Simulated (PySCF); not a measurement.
Geometry (Å), atoms numbered from 1 in this order:
```xyz
23

Si   -2.7619    0.7651    0.2836
C    -1.2458   -0.0175   -0.5465
C    -0.8871   -1.4129   -0.0341
C     0.5666   -1.6512   -0.4816
C     1.1198   -0.2811   -0.9310
Si    2.8059    0.1736   -0.1612
O     2.2632    0.9860    1.1537
Si    0.6595    1.2836    1.3263
C     0.0777    0.7372   -0.4122
H    -2.5454    0.9016    1.7246
H    -3.0146    2.0823   -0.3053
H    -3.9245   -0.0969    0.0450
H    -1.4605   -0.1094   -1.6210
H    -1.5649   -2.1742   -0.4217
H    -0.9505   -1.4350    1.0553
H     0.6131   -2.3671   -1.3037
H     1.1483   -2.0663    0.3430
H     1.1301   -0.2543   -2.0250
H     3.5801    1.1147   -0.9645
H     3.5718   -0.9617    0.3374
H     0.2148    0.4678    2.4510
H     0.5285    2.7184    1.5541
H     0.0712    1.6244   -1.0560
```

PySCF calculation with coordinates at the GFN2-xTB level and NMR shieldings at PBE0/pcSseg-1/GIAO; one computed conformer, no relativistic terms, equivalent nuclei averaged, gas phase.

Task: List the cross peaks expected in HSQC, COSY and HMBC spectra.

Result: 

HSQC (one-bond C–H):
| δH | δC |
| --- | --- |
| 2.18 (H16) | 32.1 (C4) |
| 2.17 (H23) | 39.9 (C9) |
| 2.03 (H14) | 33.6 (C3) |
| 1.78 (H17) | 32.1 (C4) |
| 1.66 (H18) | 34.4 (C5) |
| 1.65 (H15) | 33.6 (C3) |
| 1.47 (H13) | 27.3 (C2) |

COSY cross peaks (H two or three bonds apart, from the bond graph; peaks can be absent where the dihedral angle is near 90°):
| δH | δH |
| --- | --- |
| 5.25 (H19) | 5.10 (H20) |
| 5.25 (H19) | 1.66 (H18) |
| 5.10 (H20) | 1.66 (H18) |
| 5.06 (H22) | 5.04 (H21) |
| 5.06 (H22) | 2.17 (H23) |
| 5.04 (H21) | 2.17 (H23) |
| 3.81 (H10/H11/H12) | 1.47 (H13) |
| 2.18 (H16) | 2.03 (H14) |
| 2.18 (H16) | 1.78 (H17) |
| 2.18 (H16) | 1.66 (H18) |
| 2.18 (H16) | 1.65 (H15) |
| 2.17 (H23) | 1.66 (H18) |
| 2.17 (H23) | 1.47 (H13) |
| 2.03 (H14) | 1.78 (H17) |
| 2.03 (H14) | 1.65 (H15) |
| 2.03 (H14) | 1.47 (H13) |
| 1.78 (H17) | 1.66 (H18) |
| 1.78 (H17) | 1.65 (H15) |
| 1.65 (H15) | 1.47 (H13) |

HMBC (two and three bonds, from the bond graph):
| δH | δC |
| --- | --- |
| 5.25 (H19) | 39.9 (C9), 34.4 (C5), 32.1 (C4) |
| 5.10 (H20) | 39.9 (C9), 34.4 (C5), 32.1 (C4) |
| 5.06 (H22) | 39.9 (C9), 34.4 (C5), 27.3 (C2) |
| 5.04 (H21) | 39.9 (C9), 34.4 (C5), 27.3 (C2) |
| 3.81 (H10/H11/H12) | 39.9 (C9), 33.6 (C3), 27.3 (C2) |
| 2.18 (H16) | 39.9 (C9), 34.4 (C5), 33.6 (C3), 27.3 (C2) |
| 2.17 (H23) | 34.4 (C5), 33.6 (C3), 32.1 (C4), 27.3 (C2) |
| 2.03 (H14) | 39.9 (C9), 34.4 (C5), 32.1 (C4), 27.3 (C2) |
| 1.78 (H17) | 39.9 (C9), 34.4 (C5), 33.6 (C3), 27.3 (C2) |
| 1.66 (H18) | 39.9 (C9), 33.6 (C3), 32.1 (C4), 27.3 (C2) |
| 1.65 (H15) | 39.9 (C9), 34.4 (C5), 32.1 (C4), 27.3 (C2) |
| 1.47 (H13) | 39.9 (C9), 34.4 (C5), 33.6 (C3), 32.1 (C4) |

Shifts are taken against calculated references (same method and geometry level): TMS for ¹H, ¹³C.

Short H···H contacts in this conformer between protons four or more bonds apart (candidates for NOE cross peaks, intensity ∝ r⁻⁶): H13···H18 2.63 Å, H15···H21 2.63 Å, H17···H20 2.66 Å.

Shifts are as computed. Against solution values, carbons near 30 ppm lie about +3 ppm off and those near 130 ppm about +5 ppm. Of 1211 compounds with measured shifts, 218 miss one by over three times the rms of a fit or turn the order of signals round; such compounds aren't used in these exercises.
